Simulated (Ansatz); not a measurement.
`[NH2][GeH2][Cl]` + HI → `[Cl][GeH2][I]` + NH₃ at 298.15 K and 1 bar (ligand exchange at a Ge–N bond).

Program: Ansatz. Geometries: PBE0-D4/def2-TZVP. ΔE: electronic, gas phase. CCSD(T)/CBS is the MP2 limit (def2-TZVPP, def2-QZVPP) plus CCSD(T) − MP2 in def2-TZVPP, frozen cores. This one scheme is used for every species. def2 core potentials past Kr. For Ge, I outer-core shells are correlated without core-valence functions, which leaves a few kJ/mol of doubt a bond. Scalar relativity is left out up to krypton. One conformer a species, not always the lowest.

| species | CCSD(T)/CBS energy (Eh) | H − E (kJ/mol) | S (J/(mol·K)) |
| --- | --- | --- | --- |
| `[NH2][GeH2][Cl]` | -2593.05183 | 129.8 | 306.8 |
| HI | -298.03592 | 22.7 | 206.5 |
| `[Cl][GeH2][I]` | -2834.60434 | 62.4 | 326.7 |
| NH₃ | -56.50880 | 100.5 | 192.4 |

H − E and S are ideal-gas, rigid-rotor, harmonic terms from PBE0-D4/def2-TZVP, for one conformer and one mirror image of each species. 1 Eh = 2625.50 kJ/mol, R = 8.31446 J/(mol·K).

Q: By hand: ΔE, ΔH, ΔS and ΔG.

A: ΔE = (-2834.60434) + (-56.50880) − (-2593.05183) − (-298.03592) = -0.02539 Eh = -66.7 kJ/mol. Δ(H − E) = 62.4 + 100.5 − 129.8 − 22.7 = 10.4, so ΔH = -56.3 kJ/mol. ΔS = 326.7 + 192.4 − 306.8 − 206.5 = 5.8 J/(mol·K). ΔG = -56.3 − 298.15 × (5.8)/1000 = -58.0 kJ/mol.

Q: By hand: the equilibrium constant, and the temperature at which ΔG would vanish if ΔH and ΔS stayed fixed.

A: log₁₀ K = −ΔG/(RT ln 10) = 10.2. ΔH and −TΔS have one sign here, so there is no such temperature.

The number of gas molecules stays the same, so ΔS is small and ΔH decides. A doubt of 5 kJ/mol in ΔE shifts log₁₀ K by 0.9 here. Other conformers and mirror images would add mixing entropy, several J/(mol·K) or more a flexible species. These are equilibria of isolated gas molecules and say nothing of rates. Largest T1 diagnostic: 0.010 (customary marks: 0.02 for closed shells, 0.045 for open ones).

ΔS is within the doubt of such terms, so its sign, and with it that verdict, could turn.
